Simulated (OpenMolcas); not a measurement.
Ionisation energies of vanadium

- Program: OpenMolcas 26.06
- Basis: ANO-RCC-VTZP [6s5p3d2f1g]
- Scalar Hamiltonian: DKH2, point nucleus
- Spin-orbit coupling: RASSI with atomic mean-field integrals over the reference wave functions, term energies averaged over their components

Active shells in each charge state: the valence d, s shells, with orbitals averaged over the low states. Where CASPT2's correlated closed shells are named, they are those of the first ion.

A. CASSCF
B. SS-CASPT2, IPEA 0.25 Eh, imaginary shift 0.1 Eh (closed shells correlated: 3s 3p)
C. SS-CASPT2, IPEA 0.25 Eh, imaginary shift 0.1 Eh (closed shells correlated: 2s 2p 3s 3p)
D. SS-CASPT2, IPEA 0 Eh, imaginary shift 0.1 Eh (closed shells correlated: 3s 3p)

Energies in eV between the lowest computed levels, named as in B; reference values from the NIST Atomic Spectra Database with their kind.

```tsv
From	To	A	B	C	D	Spin-orbit share in B	Reference
V 3d3 4s2 4F 3/2	V+ 3d4 5D0	5.603	7.084	7.087	7.261	+0.005	6.746 (measured)
V+ 3d4 5D0	V2+ 3d3 4F 3/2	13.378	14.506	14.509	14.600	-0.015	14.634 (measured)
```

Other lowest levels: A, V 3d4 4s 6D 1/2 to 3d3 4s 5F1; A, V+ 3d3 4s 5F1 to 3d3 4F 3/2.

Error against the reference values, in %:

| From | Reference | A | B | C | D |
| --- | --- | --- | --- | --- | --- |
| V | measured | -16.9 | +5.0 | +5.1 | +7.6 |
| V+ | measured | -8.6 | -0.9 | -0.9 | -0.2 |

Mean absolute error over the 2 measured values: A 1.20 eV, B 0.23 eV, C 0.23 eV, D 0.27 eV.

The lowest level within the active space need not be the ion's true ground level.
